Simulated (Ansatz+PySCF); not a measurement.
**singlet CH₃Br: levels of theory in one basis**

```yaml
atoms:
  - { symbol: C, position_ang: [0.0000, 0.0000, -1.5112] }
  - { symbol: Br, position_ang: [0.0000, 0.0000, 0.4183] }
  - { symbol: H, position_ang: [0.0000, -1.0395, -1.8580] }
  - { symbol: H, position_ang: [-0.9002, 0.5197, -1.8580] }
  - { symbol: H, position_ang: [0.9002, 0.5197, -1.8580] }
```

Basis set: def2-SVP (spherical functions). Frozen core: 10 orbitals. Charge 0, multiplicity 1.

Computed with Ansatz (development build ahead of 0.2.0); each method stands on the lowest determinant of its kind that the runs found. NEVPT2 correlates all electrons. Active spaces start from the frontier orbitals, and the lowest solution found is given.

| method | E − E(RHF) (eV) | <S²> of the determinant |
| --- | --- | --- |
| RHF | 0.00 | 0.00 |
| RHF-MP2 | -10.36 | – |
| RHF-CCSD | -10.89 | – |
| CASSCF(2,2) | -0.47 | – |
| SC-NEVPT2(2,2) | -11.37 | – |

Task: What does RHF-CCSD(T) give on the same scale?

Result: -11.14 eV.

Task: Is a single determinant a sound starting point here?

Result: By this sign, yes. Unrestricted orbitals gain 0.00 eV and <S²> is 0.00 against 0.00 for a pure state. The CASSCF(2,2) natural occupations are 1.97, 0.03.

Caution for CASSCF(2,2), SC-NEVPT2(2,2): other starts end on other solutions of this active space.
